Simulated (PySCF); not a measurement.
## MSr anions for M along group 13

PBE0 with double-zeta basis sets in PySCF, for the lowest determinant that a PBE0 search found; no spin–orbit coupling. De refers to high-spin ground-configuration atoms (the charge goes to the atom of lower measured ionisation energy or higher electron affinity, which is not always the lowest computed limit). A positive dipole points towards Sr; it is taken about the centre of mass and depends on that origin.

```
 M      basis  charged atom  state (unpaired electrons)  Re (Å)  ωe (cm⁻¹)  De (eV)  μ (D)
Al  def2-SVPD           Al−              triplet (π ↑↑)   3.130        183      n/a   3.65
In  def2-SVPD           In−              triplet (π ↑↑)   3.246        112     1.35  -1.11
Tl  def2-SVPD           Tl−              triplet (π ↑↑)   3.252       98.5      n/a  -3.56
```

The shortest bond is that of SrAl⁻ (3.130 Å), the longest that of SrTl⁻ (3.252 Å).

Down a group the atoms grow and get heavier, so bonds lengthen and wavenumbers fall; this series shows no clear exception.

These are scalar-relativistic numbers at best; spin–orbit coupling would shift them, the dissociation energy most. For an ion De counts to the pair picked by the measured ionisation energies or electron affinities, which need not be the lowest pair at this level. The highest Kohn–Sham level is positive in some of these anions. Much of that is self-interaction error, but it also means that the finite basis helps to hold the extra electron. States were picked by a PBE0 search and need not be the measured ground states.
